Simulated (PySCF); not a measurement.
# Fractional electron number in Pm⁺ (promethium, charge +1)

The 6s alpha orbital of [Xe] 4f5 6s1 is emptied in steps (occupation f), with all orbitals relaxed, ending at [Xe] 4f5. All numbers are calculated (PySCF 2.14, a scalar-relativistic core potential, in def2-TZVP with the def2 core potential (28 electrons) (10s7p5d4f1g, 93 functions)). The exact energy is a straight line in f; departures are measured from the line between the end points of the same method.

```csv
f,HSE06 (eV)
1,0.000
0.9,-0.193
0.7,-0.451
0.5,-0.541
0.3,-0.460
0.1,-0.194
0,0.000
```

```tsv
method	E(f=0) − E(f=1) (eV)	−ε at f=1 (eV)	−ε at f=0.5 (eV)
HSE06	11.052	8.904	11.019
```

Orbital energy along the path (eV):

```csv
f,HSE06
1,-8.904
0.9,-9.338
0.7,-10.184
0.5,-11.019
0.3,-11.912
0.1,-12.828
0,-13.055
```

Reference removal energy between the ground levels: 10.938 ± 0.02 eV (semi-empirical (NIST evaluation); NIST Atomic Spectra Database, ionization energies). The calculation has no spin-orbit coupling.
